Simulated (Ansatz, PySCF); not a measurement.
The pair A = C2H4Si (SMILES C#C[SiH3]) (first 7 atoms), B = H2O (SMILES O); geometry from B3LYP-D3(BJ)/def2-TZVP.
(charge 0, multiplicity 1):
```xyz
10

C     -1.51546     1.37846     0.75123
C     -0.56332     0.70776     0.43584
Si     0.87950    -0.31372    -0.05537
H     -2.35655     1.97345     1.01764
H      0.53574    -1.74234     0.06396
H      1.20315     0.01138    -1.46204
H      2.02923     0.02807     0.80506
O     -0.05165    -0.78770     3.15028
H      0.53353    -0.14097     3.55819
H     -0.66422    -0.26451     2.61764
```

Frozen-core correlation. CBS: X⁻³ extrapolation of the correlation energy, Hartree–Fock from the larger set. MP2 and its Hartree–Fock in aug-cc-pV(T+d)Z are density fitted.

The values were computed with Ansatz (Gaussian orbitals); PySCF for the dispersion terms. Values without a source in brackets are computed.

The monomers are drawn apart, rigid, along the line of their centres of mass. Counterpoise-corrected interaction energies (kcal/mol):

| level | R = 4.039 Å | R = 4.995 Å |
|---|---|---|
| PBE/def2-TZVPPD | -1.2014 | -0.4104 |
| PBE-D3(BJ)/def2-TZVPPD | -1.7303 | -0.5943 |
| wB97M-V/def2-TZVPPD | -1.4951 | -0.5251 |
| MP2/CBS(aug-cc-pV(D+d)Z, aug-cc-pV(T+d)Z) + ΔCCSD(T)/aug-cc-pV(D+d)Z | -1.4539 | -0.4954 |

Task: R is the distance of the centres of mass. Find the local exponent m of E ∝ R⁻ᵐ between the two points.

Result: 
m = ln(E₁/E₂)/ln(R₂/R₁): PBE/def2-TZVPPD 5.1; PBE-D3(BJ)/def2-TZVPPD 5.0; wB97M-V/def2-TZVPPD 4.9; MP2/CBS(aug-cc-pV(D+d)Z, aug-cc-pV(T+d)Z) + ΔCCSD(T)/aug-cc-pV(D+d)Z 5.1. For scale, two fixed dipoles give m = 3, dipole and quadrupole 4, quadrupoles 5, and dispersion or dipole-induced dipole 6 at long range; at these distances several terms mix, and what is left of overlap and damping shifts m, so it need not match one of them.

Ansatz is a first-principles code.
